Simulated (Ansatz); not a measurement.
`CSB1O[SiH]1N` + H₂ → `N[SiH]1BO1` + CH₃SH at 500 K and 1 bar (hydrogenolysis of a B–S bond).

Isolated molecules relaxed with PBE0-D4/def2-TZVP in Ansatz; ΔE leaves out vibrations. CBS: MP2 limit from def2 TZ/QZ plus the TZ coupled-cluster correction, frozen cores. This one scheme is used for every species. One conformer a species, not always the lowest.

```
       species  CCSD(T)/CBS energy (Eh)  H − E (kJ/mol)  S (J/(mol·K))
`CSB1O[SiH]1N`               -883.28257           273.2          460.6
            H₂                 -1.17544            41.0          145.5
  `N[SiH]1BO1`               -446.20721           172.2          350.1
         CH₃SH               -438.22835           145.1          283.7
```

H − E and S are ideal-gas, rigid-rotor, harmonic terms from PBE0-D4/def2-TZVP, for one conformer and one mirror image of each species. The MP2-based limit puts H₂ 0.8 mEh under its directly extrapolated value; such offsets cancel only in part. 1 Eh = 2625.50 kJ/mol, R = 8.31446 J/(mol·K).

Task: By hand: ΔE, ΔH, ΔS and ΔG.

Result: ΔE = (-446.20721) + (-438.22835) − (-883.28257) − (-1.17544) = 0.02245 Eh = 58.9 kJ/mol. Δ(H − E) = 172.2 + 145.1 − 273.2 − 41.0 = 3.1, so ΔH = 62.0 kJ/mol. ΔS = 350.1 + 283.7 − 460.6 − 145.5 = 27.7 J/(mol·K). ΔG = 62.0 − 500 × (27.7)/1000 = 48.1 kJ/mol.

Task: By hand: the equilibrium constant, and the temperature at which ΔG would vanish if ΔH and ΔS stayed fixed.

Result: log₁₀ K = −ΔG/(RT ln 10) = -5.0. ΔG = 0 at ΔH/ΔS = 2238 K.

ΔH outweighs TΔS. A doubt of 5 kJ/mol in ΔE shifts log₁₀ K by 0.5 here. Other conformers and mirror images would add mixing entropy, several J/(mol·K) or more a flexible species. Modes under 60 cm⁻¹, often nearly free rotors, make the harmonic entropy too high. These are equilibria of isolated gas molecules and say nothing of rates. Largest T1 diagnostic: 0.015 (customary marks: 0.02 for closed shells, 0.045 for open ones).
